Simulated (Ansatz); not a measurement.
Input file for CH₄BrClOSi (`C[Si](O)(Cl)Br`):

```yaml
crystal:
  periodic: [false, false, false]
  atoms:
    - {symbol: C, position_ang: [-1.134801, -0.191631, 0.570495]}
    - {symbol: Si, position_ang: [0.510930, 0.230224, -0.131871]}
    - {symbol: O, position_ang: [0.995352, -0.991804, -1.089740]}
    - {symbol: Cl, position_ang: [1.882319, 0.539878, 1.362058]}
    - {symbol: Br, position_ang: [0.415277, 2.113068, -1.306319]}
    - {symbol: H, position_ang: [-1.857543, -0.335605, -0.235002]}
    - {symbol: H, position_ang: [-1.487273, 0.608999, 1.222249]}
    - {symbol: H, position_ang: [-1.062451, -1.113996, 1.151058]}
    - {symbol: H, position_ang: [1.826590, -0.905335, -1.560129]}
basis:
  gaussian: {orbitals: def2-TZVPP}
correlation: {method: ccsd_t}
output: {orbitals: {seedname: orbitals}}
```

```sh
$ ansatz run in.yaml --threads 4 --pin off --events-out ev --progress --plain
```

Log, shortened:

```
Functional definition: HF
  name "HF"
  cite "Fock, Z. Phys. 61, 126 (1930) doi:10.1007/BF01340294"
  parent pbe
  exchange = exact_x
  correlation = 0
1515 factors; integrals over basis functions are off by at most 9.3e-4 eV
mean field evaluation 1: about -93499.0500 eV, gradient 4.2e1 eV
mean field evaluation 2: about -93499.3241 eV, gradient 4.2e1 eV
mean field evaluation 4: about -93502.8154 eV, gradient 3.7e0 eV
mean field evaluation 8: about -93502.8753 eV, gradient 2.5e-1 eV
mean field -93502.87554898 eV, -3436.1672978997 hartree, gradient 3.7e-6 eV, S^2 0.000000; 0 other end points of the search recorded, 0 dependent functions left out
21 core orbitals not correlated: weight in the atoms' cores, before any rotation towards them, 1.000 or more for the frozen orbitals, at most 0.000 for the correlated occupied ones
reference -93502.87554898 eV, -3436.1672978997 hartree; 21, 21 occupied and 208, 208 virtual orbitals, 1515 factors
second order -27.13345138 eV of doubles, -0.00000000 eV of singles
cycle   1  -27.50688949 eV  change   -3.7e-1 eV  update   9.8e-2
cycle   2  -28.07378480 eV  change   -5.7e-1 eV  update   2.6e-2
cycle   3  -28.17668913 eV  change   -1.0e-1 eV  update   1.3e-2
cycle   4  -28.16397993 eV  change    1.3e-2 eV  update   2.6e-3
cycle   5  -28.16355326 eV  change    4.3e-4 eV  update   1.1e-3
cycle   6  -28.16385766 eV  change   -3.0e-4 eV  update   3.0e-4
cycle   7  -28.16364089 eV  change    2.2e-4 eV  update   1.1e-4
cycle   8  -28.16363806 eV  change    2.8e-6 eV  update   2.9e-5
perturbative correction -1.07835085 eV, -0.0396286627 hartree
Total energy: -93532.11753789 eV, -3437.2419211712 hartree
```

Hardware: 4 threads of a server CPU on a shared host. Wall time 2.7 min, peak host memory 5.3 GiB.

Correlation energy per correlated electron: -0.696 eV. T1 diagnostic: 0.0088.
